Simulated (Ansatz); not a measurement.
Geometry optimisation, Ansatz, RKS BLYP/def2-SVP.

input.yaml

```yaml
crystal:
  periodic: [false, false, false]
  atoms:
    - { symbol: Ge, position_ang: [-0.14719, -0.112939, -0.934328] }
    - { symbol: C, position_ang: [1.485497, 0.033929, 1.766133] }
    - { symbol: H, position_ang: [0.398909, -0.175417, 1.66174] }
    - { symbol: H, position_ang: [1.96856, -0.845324, 2.231906] }
    - { symbol: H, position_ang: [1.607427, 0.928366, 2.404518] }
    - { symbol: H, position_ang: [1.970022, 0.226439, 0.78687] }
    - { symbol: H, position_ang: [-1.008472, 1.11771, -0.32352] }
    - { symbol: H, position_ang: [-1.062253, -1.172763, -0.112119] }
basis:
  gaussian: { orbitals: def2-SVP }
hamiltonian:
  xc: blyp
relax:
  f_tol: 0.03
  max_steps: 50
```

Launched with:

```bash
$ ansatz run input.yaml --threads 2 --pin off --max-ram 3072MiB --backend cpu --events-out ev --progress --plain --runs-dir out
```

Q: Where does it end, and by what steps?

A: The forces met the threshold. The force dipped under the threshold on the way, but the program's further checks kept it going. After 11 steps the energy has fallen by 0.015 eV; H6 moved furthest, 0.49 Å.

```csv
step,energy less start (eV),largest force component (eV/Å),accepted
0,0.0000,0.031,yes
1,-0.0009,0.036,yes
2,-0.0018,0.074,yes
3,0.0022,0.482,no
4,-0.0042,0.139,yes
5,-0.0074,0.148,yes
6,-0.0072,0.323,no
7,-0.0115,0.070,yes
8,-0.0137,0.057,yes
9,-0.0126,0.090,no
10,-0.0146,0.005,yes
11,-0.0148,0.020,yes
```

```xyz
8
Properties=species:S:1:pos:R:3
Ge -0.022 -0.018 -0.979
C 1.396 0.016 1.808
H 0.344 -0.170 2.085
H 2.039 -0.801 2.184
H 1.729 0.993 2.206
H 1.529 0.045 0.693
H -0.916 1.120 -0.252
H -0.887 -1.184 -0.262
```

Run time: 9.9 s on 2 threads of Arm Neoverse V2, with other jobs on the host, peak memory 0.13 GiB.
